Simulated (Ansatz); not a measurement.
Job for Ansatz (a first-principles code): U-CCSD(T)/def2-TZVPPD on HNaO (SMILES [OH][Na]), a point of a bond scan (R = 1.288 Å). Files ending in .json are basis or fitting sets from the Basis Set Exchange.

Ansatz 0.2 input:
```yaml
crystal:
  periodic: [false, false, false]
  atoms:
    - {symbol: Na, position_ang: [-0.00000000, -0.00000000, -0.91728888]}
    - {symbol: O, position_ang: [0.00000000, 0.00000000, 1.01510457]}
    - {symbol: H, position_ang: [0.00000000, 0.00000000, 2.30332397]}
basis:
  gaussian:
    orbitals: def2-TZVPPD.json
correlation: {method: ccsd_t, electrons: outside_noble_gas}
scf: {omitted_lower_state_checks: [cluster_reference]}
magnetization: {spin_polarized: true, initial_magnetization: 0}
```

Output:

```
WARN ansatz: RAYON_NUM_THREADS=1 ignored (pool sized by the plan → 1); use --threads N
Functional definition: HF
these checks for a lower state are left out or cut short: cluster_reference
integrals: 0.14 GiB planned
653 factors; integrals over basis functions are off by at most 1.0e-3 eV
mean field: 0.18 GiB planned
mean field evaluation 1: about -6451.0872 eV, gradient 3.6e1 eV
mean field evaluation 2: about -6451.0874 eV, gradient 3.6e1 eV
mean field evaluation 4: about -6456.2879 eV, gradient 1.6e0 eV
mean field evaluation 8: about -6456.3214 eV, gradient 1.0e-3 eV
mean field evaluation 16: about -6454.6020 eV, gradient 1.7e-1 eV
mean field evaluation 32: about -6456.2416 eV, gradient 8.8e-1 eV
mean field evaluation 64: about -6454.6024 eV, gradient 4.3e-2 eV
mean field -6456.32136663 eV, -237.2654339717 hartree, gradient 1.3e-6 eV, S^2 0.000000; 7 other end points of the search recorded, 0 dependent functions left out
6 core orbitals not correlated
reference -6456.32136663 eV, -237.2654339717 hartree; 4, 4 occupied and 82, 82 virtual orbitals, 653 factors
second order -7.83685420 eV of doubles, -0.00000000 eV of singles
coupled cluster: 0.37 GiB planned
cycle   1  -7.44930025 eV  change    3.9e-1 eV  update   9.6e-2
cycle   2  -7.70565697 eV  change   -2.6e-1 eV  update   3.7e-2
cycle   3  -7.78868345 eV  change   -8.3e-2 eV  update   1.8e-2
cycle   4  -7.79144145 eV  change   -2.8e-3 eV  update   6.0e-3
cycle   5  -7.78854476 eV  change    2.9e-3 eV  update   2.6e-3
cycle   6  -7.78832060 eV  change    2.2e-4 eV  update   1.1e-3
cycle   7  -7.78819116 eV  change    1.3e-4 eV  update   4.4e-4
cycle   8  -7.78805259 eV  change    1.4e-4 eV  update   2.2e-4
cycle   9  -7.78804429 eV  change    8.3e-6 eV  update   6.3e-5
cycle  10  -7.78806319 eV  change   -1.9e-5 eV  update   2.8e-5
cycle  11  -7.78804586 eV  change    1.7e-5 eV  update   1.2e-5
cycle  12  -7.78804137 eV  change    4.5e-6 eV  update   3.7e-6
perturbative correction -0.33014816 eV, -0.0121327209 hartree
Total energy: -6464.43955615 eV, -237.5637719339 hartree
Checks for a lower state left out: cluster_reference
```

Self-consistency was reached.

Cost: around 7 core-seconds (rough).
